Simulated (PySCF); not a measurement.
Mayer bond orders and bond lengths

Compound: C5H10F3PSi.
Atom-mapped SMILES: `[F:1][CH:2]([F:3])[C@@H:4]1[CH2:5][CH2:6][CH2:7][Si@:8]1([F:9])[PH2:10]` (hydrogens: H11 on C2; H12 on C4; H13, H14 on C5; H15, H16 on C6; H17, H18 on C7; H19, H20 on P10)

Structure used (GFN2-xTB), in Å, numbered top down from 1:
```
atom  x, y, z in Å
F1    -2.5304    1.6464    1.0431
C2    -1.2475    1.6869    0.5997
F3    -0.4728    1.6688    1.7237
C4    -0.9179    0.5219   -0.2983
C5    -1.2355   -0.8250    0.3621
C6    -0.4375   -1.9064   -0.3618
C7     1.0329   -1.4747   -0.4181
Si8    0.9496    0.4111   -0.7157
F9     1.0695    0.7091   -2.3152
P10    2.2029    1.9598    0.2949
H11   -1.0942    2.6650    0.1187
H12   -1.5088    0.6358   -1.2096
H13   -2.3052   -1.0366    0.3326
H14   -0.9275   -0.7879    1.4096
H15   -0.5451   -2.8681    0.1403
H16   -0.8211   -2.0092   -1.3783
H17    1.5698   -2.0132   -1.1962
H18    1.5224   -1.7045    0.5285
H19    3.4020    1.4396   -0.1657
H20    2.2892    1.2922    1.5025
```

Bond orders from the PBE0/pcSseg-1 density (PySCF). The structure is a single GFN2-xTB conformer in the gas phase; no vibrational or solvent corrections.

Problem. Where do the orders between heavy atoms depart from those drawn in the SMILES?

Solution. The largest departure is 0.187, at Si8–C4 (drawn single, 0.813). Drawn single, order below 0.88: C7–Si8 (0.878) and Si8–C4 (0.813).

Problem. Set the Mayer orders of the bonds beside their lengths.

Solution. 
```
   bond  drawn as  length (Å)  Mayer order
  F1–C2    single       1.358        0.949
  C2–F3    single       1.365        0.906
  C2–C4    single       1.507        1.030
  C4–C5    single       1.533        0.970
  C5–C6    single       1.527        1.035
  C6–C7    single       1.534        1.031
 C7–Si8    single       1.911        0.878
 Si8–F9    single       1.631        0.937
Si8–P10    single       2.234        1.035
 Si8–C4    single       1.917        0.813
 C2–H11    single       1.101        0.960
 C4–H12    single       1.092        0.922
 C5–H13    single       1.091        0.949
 C5–H14    single       1.092        0.947
 C6–H15    single       1.090        0.954
 C6–H16    single       1.091        0.949
 C7–H17    single       1.088        0.947
 C7–H18    single       1.090        0.937
P10–H19    single       1.386        0.924
P10–H20    single       1.383        0.923
```

Bonds between the same two heavy elements. C–F: lowest C2–F3 (0.906, 1.365 Å), highest F1–C2 (0.949, 1.358 Å). C–C: lowest C4–C5 (0.970, 1.533 Å), highest C5–C6 (1.035, 1.527 Å). C–Si: lowest Si8–C4 (0.813, 1.917 Å), highest C7–Si8 (0.878, 1.911 Å).

Problem. Sum the orders of all bonds at each heavy atom with more than one neighbour and set the sums beside the valence in the SMILES.

Solution. C2 3.845 (drawn 4), C4 3.735 (drawn 4), C5 3.901 (drawn 4), C6 3.969 (drawn 4), C7 3.793 (drawn 4), Si8 3.663 (drawn 4), P10 2.882 (drawn 3). Orders between atoms that aren't bonded are not in these sums.

Mayer orders depend on the basis set.
